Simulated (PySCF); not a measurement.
Computed IR spectrum (relative IR intensity) of a molecule C3H7NSi2. The structure is a stationary point at r2SCAN-D4/def2-SVP. One conformer was computed; it need not be the lowest. Method: r2SCAN-D4/def2-SVP (PySCF). Frequencies are harmonic and unscaled.

Lines under 2 % of the strongest are left out, and lines within 2 cm⁻¹ are merged.

```csv
ν (cm⁻¹),relative intensity
263,4.9
330,10
343,4.0
550,17
612,14
634,32
641,3.9
684,67
765,5.7
809,8.1
882,5.2
914,25
917,47
932,58
936,25
1165,9.5
1322,29
1382,10
1603,20
2210,80
2215,21
2219,46
2226,100
3078,17
3134,5.0
```

Question: Pick the molecule that these values belong to.
(A) C1=C[SiH2][SiH2]N=C1
(B) C=C[Si@@H]1C=N[SiH2]1
(C) C=C1N=C[SiH2][SiH2]1
(D) [SiH3]C1=CC=N[SiH2]1

Answer: C, C=C1N=C[SiH2][SiH2]1
